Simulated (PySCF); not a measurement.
Species: (CH3)3CCHF2, C5H10F2.
Bonds: C1–C2, C2–C3, C2–C4, C2–C5, C5–F6, C5–F7. Hydrogens: H8, H9, H10 on C1; H11, H12, H13 on C3; H14, H15, H16 on C4; H17 on C5.

The geometry is computed with GFN2-xTB (gas phase).

(1) What internal coordinates does the optimisation give?

Results:

(1) 
```tsv
bond	length (Å)	order
C1–C2, C2–C3, C2–C4	1.530	single
C2–C5	1.534	single
C5–F6, C5–F7	1.357	single
C1–H8 and 8 like bonds	1.087	single
C5–H17	1.102	single
```

Bonds in one row agree within 0.01 Å and their mean is given. Orders are formal, as drawn. A selection of angles:
```tsv
angle	degrees
C2–C1–H8	110.1
H8–C1–H9	108.7
C1–C2–C3	110.4
C1–C2–C4	110.5
C1–C2–C5	109.1
C3–C2–C5	108.1
C2–C3–H11	110.5
C2–C5–F6	111.6
C2–C5–H17	112.8
F6–C5–F7	105.7
F6–C5–H17	107.4
```

Dihedral angles: C1–C2–C5–F6 59° (synclinal).

Of the pairs four or more bonds apart, F7···H11 is among the closest relative to their van der Waals radii: 2.54 Å, 95 % of the sum of Bondi's values.

Point group: Cs (every atom within 0.08 Å of its image). GFN2-xTB frequencies: not computed here.
